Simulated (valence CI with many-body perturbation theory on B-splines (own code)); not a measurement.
Questions on Ni¹⁵⁺

Calculated by relativistic CI+MBPT: three valence electrons over a frozen Dirac-Fock core [Ne], radial functions for each j: 9 s, 9 p, 8 d, 6 f, 3 g, 1 h, with the one-electron correlation potential Σ1, the two-electron term Σ2, the three-electron term Σ3, Breit, model QED; selected CI, second order for the rest, scaled by the run's own slope (own B-spline code, finite nucleus).

No measured levels were compared; by estimate levels of excited configurations hold to 0.05 to 0.15 % of their energy, terms of the ground configuration to about 0.5 %.

Names give the largest LS component (configuration and term), which can be under half, so a name can repeat, a term be missing and a line seem to break the LS rules; names also repeat where a configuration has a term twice.

Rates and lifetimes use the calculated energies. Strong lines usually hold to 10 to 20 %, long lifetimes can be off by a factor of two.

Problem. What is the ground level?

Solution. 3s2 3p 2P°_1/2, composition 97 % 3s2 3p 2P°, g = 0.664.

Problem. Among levels below 109.62 eV, which E1 lines absorb most strongly from the ground level?

Solution. to 3s2 3d 2D_3/2 at 18.52 nm, f = 0.423; to 3s 3p2 2S_1/2 at 23.93 nm, f = 0.220; to 3s 3p2 2P_3/2 at 21.82 nm, f = 0.134.

Problem. What is the ionisation energy?

Solution. 498.61 eV; NIST lists 495.4 ± 1.7 eV (semi-empirical).

Problem. Name the longest-lived excited levels whose lifetime is computed, and their main decay.

Solution. 3s2 3p 2P°_3/2 at 3.44 eV lives 5.17 ms, mostly by M1 to 3s2 3p 2P°_1/2. The lifetime of 3s 3p 3d 4F°_9/2 is too uncertain to give, and may be longer.

Problem. Where does the other parity begin?

Solution. At 3s 3p2 4P_1/2, 32.15 eV.
